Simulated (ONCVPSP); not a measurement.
## Potentials for Sb compared

Generated with ld1.x 7.5 (TM, RRKJ, ultrasoft, PAW), atompaw 4.2 or ONCVPSP 4.0.1. The cutoff is in Ry: for ld1.x and atompaw files where the sum of valence levels is converged to 10 mRy in a Bessel basis, for ONCV files where the hardest occupied wave has 1 mHa per electron of residual kinetic energy. The error is the largest all-electron minus pseudo excitation energy over each file’s own four to seven test configurations (ionisations up to +4, promotions, holes and added fractions of an electron), all of which were solved. The labels leave out finer settings (local radius, basis sizes, second energies), which also bear on the numbers. Spin-polarised tests are not counted. The rows are a selection from randomly drawn settings: files with unsolved tests, undetermined cutoffs or missed reference levels are left out.

A true bound ghost makes a file unfit for plane-wave use even where its test errors are small: the radial tests pick states by their node count and pass the ghost by.

```csv
potential,cutoff (Ry),largest error (meV),bound ghosts
"ONCV, LDA (Perdew-Wang 92), scalar-relativistic, rc 1.30/1.25/1.55/1.55 (spdf), local smoothed, core correction yes, reference 4s2 4p6 4d10 5s2 5p1, qcut 8.4/11.9/8/8.3, projectors 2/2/1/2",86,-5.8,none
"ONCV, PBE, fully relativistic, rc 1.35/1.60/1.05 (spd), local smoothed, core correction no, reference 4s2 4p6 4d10 5s2 5p2, qcut 9.6/9/9, projectors 2/2/1",131,+0.2,none
"ONCV, PBE, scalar-relativistic, rc 1.90/2.25 (sp), local s, core correction yes, reference 5s2 5p3, qcut 3.2/4.2, projectors 0/2",24,-449,none
"ONCV, PBEsol, fully relativistic, rc 1.30/1.35/0.95/1.20 (spdf), local smoothed, core correction yes, reference 4s2 4p6 4d10 5s2 5p3, qcut 10.6/9/9.2/8.4, projectors 2/2/2/2",119,+1.2,none
"ONCV, PBE, fully relativistic, rc 1.20/1.35/1.60 (spd), local smoothed, core correction yes, reference 4s2 4p6 4d10 5s2 5p3, qcut 8.4/10.8/10.6, projectors 2/2/2",78,+1.1,none
"ONCV, PBEsol, fully relativistic, rc 1.90/1.65/0.95 (spd), local smoothed, core correction yes, reference 4d10 5s2 5p2, qcut 2.7/5.2/11.1, projectors 3/2/2",102,-200,"p3/2, p1/2"
"ONCV, PBE, scalar-relativistic, rc 1.75/1.45/1.20 (spd), local smoothed, core correction yes, reference 4p6 4d10 5s2 5p3, qcut 4.1/11.2/13.1, projectors 2/3/2",100,-17,s
"ONCV, PBEsol, scalar-relativistic, rc 1.15/1.70/1.14 (spd), local smoothed, core correction yes, reference 4s2 4p6 4d10 5s2 5p3, qcut 10.1/8.1/13.9, projectors 2/2/3",105,-13,none
```

Q: Fill in the row for Sb: ONCV, PW91, fully relativistic, rc 1.20/1.10/1.65 (spd), local smoothed, core correction yes, reference 4s2 4p6 4d10 5s2 5p3, qcut 11/11/7.8, projectors 2/2/1.

A: cutoff 91 Ry, largest error +0.8 meV, bound ghosts: none.
